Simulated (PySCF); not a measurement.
Compound: C8H6FN.
Bonds: F1–C2, C2–C3 (aromatic), C3–C4 (aromatic), C4–C5 (aromatic), C5–C6 (aromatic), C6–C7 (aromatic), C7–C8 (aromatic), C8–C9 (aromatic), C9–N10 (aromatic), C2–N10 (aromatic), C5–N10 (aromatic). Hydrogens: H11 on C3; H12 on C4; H13 on C6; H14 on C7; H15 on C8; H16 on C9.

Computed, not measured: TDDFT wB97X-D/def2-SVPD, vertical, gas phase, core orbitals frozen in the response (PySCF 2.14.0, density-fitted response routines). Isolated species at its PBE0-D3(BJ)/def2-SVP geometry, gas phase.

Computed singlets with f of 0.002 or more:

```
state  E (eV)      f
   S1    3.85  0.057
   S2    4.93  0.037
   S4    5.99  0.677
   S6    6.47  0.221
   S8    6.97  0.036
   S9    7.02  0.124
  S10    7.06  0.018
```

Question: Give A, τ, |μ| and ∫σ dE for each state.

Answer: Relations used (vacuum, state to state): A = 0.6670 f ν̃² s⁻¹ (ν̃ in cm⁻¹); τ = 1/A; f = (2/3) ΔE |μ|² in atomic units; ∫σ dE = 109.76 f Mb·eV.

```json
{"state": "S1", "A (s⁻¹)": "3.7×10⁷", "τ": "27 ns", "|μ| (D)": "1.97", "∫σ dE (Mb·eV)": "6.2"}
{"state": "S2", "A (s⁻¹)": "3.9×10⁷", "τ": "26 ns", "|μ| (D)": "1.40", "∫σ dE (Mb·eV)": "4"}
{"state": "S4", "A (s⁻¹)": "1.1×10⁹", "τ": "950 ps", "|μ| (D)": "5.46", "∫σ dE (Mb·eV)": "74"}
{"state": "S6", "A (s⁻¹)": "4.0×10⁸", "τ": "2.5 ns", "|μ| (D)": "3.00", "∫σ dE (Mb·eV)": "24"}
{"state": "S8", "A (s⁻¹)": "7.5×10⁷", "τ": "13 ns", "|μ| (D)": "1.16", "∫σ dE (Mb·eV)": "3.9"}
{"state": "S9", "A (s⁻¹)": "2.7×10⁸", "τ": "3.8 ns", "|μ| (D)": "2.16", "∫σ dE (Mb·eV)": "14"}
{"state": "S10", "A (s⁻¹)": "4.0×10⁷", "τ": "25 ns", "|μ| (D)": "0.83", "∫σ dE (Mb·eV)": "2"}
```

Leading configurations: S1 H→L (95%); S2 H→L+1 (57%); S4 H-1→L (53%); S6 H-1→L+1 (65%); S8 H→L+5 (73%); S9 H→L+7 (62%); S10 H→L+8 (35%) (H = HOMO, L = LUMO).

Only emission to the ground state at the vertical energy is counted.

Question: How much energy does a mole of photons resonant with S4 carry?

Answer: 5.994 eV × 96.485 = 578 kJ/mol (138 kcal/mol).

Question: Suppose S1 emitted 0.3 eV lower with the same transition dipole. How would A change?

Answer: At fixed |μ|, A goes as the cube of the energy: (3.55/3.85)³ = 0.78, which makes τ about 35 ns.

Question: Which computed singlets stay under f = 0.002?

Answer: S3 (5.61 eV, f 0.0004), S5 (6.31 eV, f 0.0005) and S7 (6.56 eV, f 0.0001).

The vertical ionisation energy (ΔSCF) is 7.32 eV, 0.25 eV above S10.
